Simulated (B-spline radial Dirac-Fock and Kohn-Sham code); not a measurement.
Calculated with a radial B-spline solver, using the Dirac equation of a negative muon with reduced mass in the field of a spherical finite nucleus, with the Uehling potential to all orders; nuclear polarisation, deformation, hyperfine structure, self-energy, higher-order vacuum polarisation, relativistic recoil and electron screening are left out. The nuclear charge is a Fermi distribution (skin thickness 2.3 fm).

Q: A muonic atom of atomic mass 19.00 u emits these computed lines: 2p3/2 → 1s1/2 207.2 keV, 3d5/2 → 2p3/2 38.96 keV, 4f7/2 → 3d5/2 13.61 keV, 5g9/2 → 4f7/2 6.295 keV. Which element is it, and what rms charge radius was used?

A: Neon (Z = 10, nuclide ¹⁹Ne); the high transitions hardly feel the nucleus and fix Z. The 2p → 1s line lies 2.850 keV below the value for a point nucleus without QED, which for this nuclear model gives a radius near 3.01 fm (3.0082 fm was used).
